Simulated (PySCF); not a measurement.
C4H11FSi. Atoms are numbered in the order given.

```xyz
17

C     -2.0007     0.6375    -1.7115
C     -0.9960    -0.1052    -0.8245
C     -1.6870    -0.6893     0.4136
C      0.1819     0.8133    -0.4385
Si     1.6650    -0.0043     0.3602
F      1.2631    -0.6385     1.8158
H     -2.8323    -0.0205    -2.0112
H     -1.5245     1.0203    -2.6286
H     -2.4326     1.4987    -1.1736
H     -0.5877    -0.9476    -1.4146
H     -2.1211     0.1173     1.0292
H     -0.9879    -1.2476     1.0532
H     -2.5065    -1.3665     0.1255
H      0.5790     1.3166    -1.3412
H     -0.1725     1.6272     0.2213
H      2.7432     0.9948     0.5988
H      2.1765    -1.1245    -0.4786
```

Geometry optimised at B3LYP-D3(BJ)/def2-SVP. This is a generated structure with no PubChem entry under its InChIKey; it may be hypothetical. Other conformers were not sampled.

Computed with PySCF with PBE/pcSseg-1.

GIAO shieldings, no solvent; atoms listed in one row are averaged. δ = σ(ref) − σ: ¹³C against TMS (σ = 182.0 ppm); ²⁹Si against TMS (σ = 335.4 ppm); ¹⁹F against CFCl3 (σ = 133.6 ppm); ¹H against TMS (σ = 31.49 ppm), references at their B3LYP-D3(BJ)/def2-TZVP geometries, non-relativistic.

```json
[
 {"nucleus": "¹³C", "atoms": "C2", "count": "1", "δ (ppm)": "34.9"},
 {"nucleus": "¹³C", "atoms": "C1", "count": "1", "δ (ppm)": "32.4"},
 {"nucleus": "¹³C", "atoms": "C4", "count": "1", "δ (ppm)": "32.3"},
 {"nucleus": "¹³C", "atoms": "C3", "count": "1", "δ (ppm)": "28.3"},
 {"nucleus": "²⁹Si", "atoms": "Si5", "count": "1", "δ (ppm)": "16.1"},
 {"nucleus": "¹⁹F", "atoms": "F6", "count": "1", "δ (ppm)": "-248.1"},
 {"nucleus": "¹H", "atoms": "H16, H17", "count": "2", "δ (ppm)": "5.67"},
 {"nucleus": "¹H", "atoms": "H10", "count": "1", "δ (ppm)": "2.17"},
 {"nucleus": "¹H", "atoms": "H7, H8, H9, H11, H12, H13", "count": "6", "δ (ppm)": "1.39"},
 {"nucleus": "¹H", "atoms": "H15", "count": "1", "δ (ppm)": "1.27"},
 {"nucleus": "¹H", "atoms": "H14", "count": "1", "δ (ppm)": "0.64"}
]
```
